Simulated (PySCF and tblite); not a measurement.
Values are calculated unless marked as measured or tabulated.
**Barrier and rate of a rotation**

System: C₇H₁₀O, numbered as in [CH3:1][C@H:2]([OH:3])[CH:4]1[CH:5]=[CH:6][CH:7]=[CH:8]1.

Motion: rotation about the C2–C4 bond (torsion C1–C2–C4–C5 from -62° to 67°, rising). Level: PBE0/pcSseg-1 + D3(BJ) on GFN2-xTB stationary points, with GFN2-xTB thermal terms. Rates follow Eyring's equation with the number of equivalent paths and no tunnelling. Programs: tblite and PySCF.

```
 point  symmetry  E(GFN2) kcal/mol  E(DFT) kcal/mol  ZPE change kcal/mol  lowest mode cm⁻¹  dipole D
 start        C1               0.0              0.0                 0.00                69      1.28
saddle        C1               4.3              5.6                 0.17               71i      1.26
   end        C1               0.7              0.2                -0.02                69      1.43
```

```
Electronic barrier                                      : 5.6 kcal/mol
Barrier with zero-point energy                          : 5.8 kcal/mol
ΔH‡ (298 K)                                             : 5.1 kcal/mol
ΔS‡ (298 K, symmetry apart)                             : -4.5 cal/(mol K)
Paths                                                   : 1 equivalent path
End point                                               : a different minimum
Mean lifetime of the start against this motion at 298 K : 8.7 ns
Cost                                                    : 71 s on 1 thread of Arm Neoverse V2, shared host (rough), peak memory 0.86 GiB, launched as `OMP_NUM_THREADS=1 python ens_run.py task.json out`
```

| T/K | ΔG‡ kcal/mol | k s⁻¹ | ΔG kcal/mol | k back s⁻¹ |
| --- | --- | --- | --- | --- |
| 150 | 6.0 | 6040 | 0.2 | 1.1×10⁴ |
| 200 | 6.1 | 8.5×10⁵ | 0.2 | 1.3×10⁶ |
| 250 | 6.3 | 1.7×10⁷ | 0.2 | 2.4×10⁷ |
| 298 | 6.5 | 1.2×10⁸ | 0.2 | 1.6×10⁸ |
| 350 | 6.7 | 5.1×10⁸ | 0.2 | 6.6×10⁸ |
| 400 | 6.8 | 1.5×10⁹ | 0.2 | 1.9×10⁹ |
| 500 | 7.3 | 6.9×10⁹ | 0.2 | 8.4×10⁹ |

ΔG and ΔG‡ leave out symmetry numbers and mirror images; rates count paths: 1 out, 1 back.
